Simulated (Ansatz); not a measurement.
Geometry optimisation, Ansatz, RKS PBE0-D4/def2-SVP.

The input (input.yaml):

```yaml
crystal:
  periodic: [false, false, false]
  atoms:
    - { symbol: C, position_ang: [-1.4889, 0.8654, -0.4982] }
    - { symbol: O, position_ang: [-0.6378, -0.177, -0.3732] }
    - { symbol: Si, position_ang: [0.8719, 0.1577, 0.1449] }
    - { symbol: F, position_ang: [0.8734, 1.1141, 1.4408] }
    - { symbol: P, position_ang: [1.8524, -1.76, 0.7016] }
    - { symbol: H, position_ang: [-2.4875, 0.5315, -0.8853] }
    - { symbol: H, position_ang: [-1.7044, 1.3946, 0.459] }
    - { symbol: H, position_ang: [-1.1323, 1.6634, -1.2417] }
    - { symbol: H, position_ang: [1.6738, 0.856, -0.8681] }
    - { symbol: H, position_ang: [1.4625, -2.4747, -0.4068] }
    - { symbol: H, position_ang: [0.7823, -2.228, 1.5476] }
basis:
  gaussian: { orbitals: def2-SVP }
hamiltonian:
  xc: pbe0
  dispersion: d4
relax:
  f_tol: 0.015
  max_steps: 40
output:
  orbitals: {}
```

Command:

```bash
$ ansatz run input.yaml --threads 2 --pin off --max-ram 3072MiB --backend cpu --events-out ev --progress --plain --runs-dir out
```

Q: Where does it end, and by what steps?

A: The run converged. After 8 steps the energy has fallen by 0.255 eV; H7 moved furthest, 0.27 Å.

| step | energy less start (eV) | largest force component (eV/Å) | accepted |
| --- | --- | --- | --- |
| 0 | 0.0000 | 2.435 | yes |
| 1 | -0.1799 | 1.097 | yes |
| 2 | -0.2312 | 0.346 | yes |
| 3 | -0.2436 | 0.364 | yes |
| 4 | -0.2499 | 0.135 | yes |
| 5 | -0.2522 | 0.152 | yes |
| 6 | -0.2527 | 0.179 | yes |
| 7 | -0.2544 | 0.044 | yes |
| 8 | -0.2550 | 0.012 | yes |

```xyz
11
Properties=species:S:1:pos:R:3
C -1.553 0.907 -0.531
O -0.656 -0.094 -0.119
Si 0.934 0.137 0.249
F 1.039 1.089 1.564
P 1.903 -1.827 0.721
H -2.479 0.427 -0.880
H -1.807 1.587 0.300
H -1.145 1.511 -1.362
H 1.623 0.866 -0.853
H 1.450 -2.387 -0.513
H 0.756 -2.273 1.446
```

Run time: 16 s on 2 threads of Intel(R) Xeon(R) 6975P-C (Granite Rapids), on a shared host, peak memory 0.25 GiB.
